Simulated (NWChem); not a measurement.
# CH₅AlFN; SMILES C[NH][AlH][F]

```xyz
9

Al     0.4186    -0.6561    -0.0002
F     -0.4443    -2.0751    -0.0005
H      1.9940    -0.6871    -0.0002
N     -0.4872     0.8702     0.0000
C      0.0513     2.2265     0.0010
H     -1.5019     0.8611    -0.0002
H     -0.2556     2.7953     0.8905
H     -0.2582     2.7974    -0.8862
H      1.1464     2.1907    -0.0006
```
Atoms are numbered in this order, from 1.

Geometry: optimised at B3LYP/6-31G* (spherical d).

**Question.** Give the principal values of the shielding tensors (ppm) of Al1, F2, N4, C5 from BHandHLYP/pcSseg-1, GIAO (NWChem), with their diamagnetic and paramagnetic parts as GIAO splits them.

**Answer.** 
```
atom    σ11    σ22    σ33  isotropic  diamagnetic  paramagnetic
----  -----  -----  -----  ---------  -----------  ------------
Al1   387.7  409.2  508.6      435.2        794.1        -358.9
F2    287.9  357.3  441.1      362.1        472.3        -110.2
N4    178.7  226.1  271.4      225.4        321.2         -95.8
C5    129.9  151.9  183.6      155.1        244.2         -89.1
```
